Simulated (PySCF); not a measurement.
**MgBi⁻: from constants to spectrum**

PBE0 constants of MgBi⁻, ³Π (triplet), unpaired electrons σ ↑, π ↑ (PySCF, scalar-relativistic core potentials, basis sets Mg aug-cc-pVDZ, Bi aug-cc-pVDZ-PP with ECP60; masses 23.9850 and 208.9804 u):

| Quantity | Value |
| --- | --- |
| ωe | 224.5 cm⁻¹ |
| ωexe | 1.46 cm⁻¹ |
| Be | 0.10052 cm⁻¹ |
| αe | 0.000725 cm⁻¹ |
| D (centrifugal) | 8.06e-08 cm⁻¹ |
| De to Mg + Bi⁻ | 1.13 eV |

Give the vibrational terms G(v) and spacings up to v = 6.

G(v) = ωe(v+½) − ωexe(v+½)².

```
v  G(v) (cm⁻¹)  G(v) − G(v−1)  Bv (cm⁻¹)
0        111.9                    0.1002
1        333.5          221.6     0.0994
2        552.1          218.7     0.0987
3        767.9          215.7     0.0980
4        980.7          212.8     0.0973
5       1190.6          209.9     0.0965
6       1397.6          207.0     0.0958
```

How well does the Morse estimate ωe²/(4ωexe) reproduce De, and what is D0?

It gives 1.07 eV, 95 % of the computed De. D0 = De − G(0) = 1.13 − 0.01 = 1.12 eV.

Spin–orbit coupling is left out, which matters for elements this heavy, above all for dissociation energies. For an ion De counts to the pair picked by the measured ionisation energies or electron affinities, which need not be the lowest pair at this level. The state was picked by a PBE0 search and need not be the measured ground state.
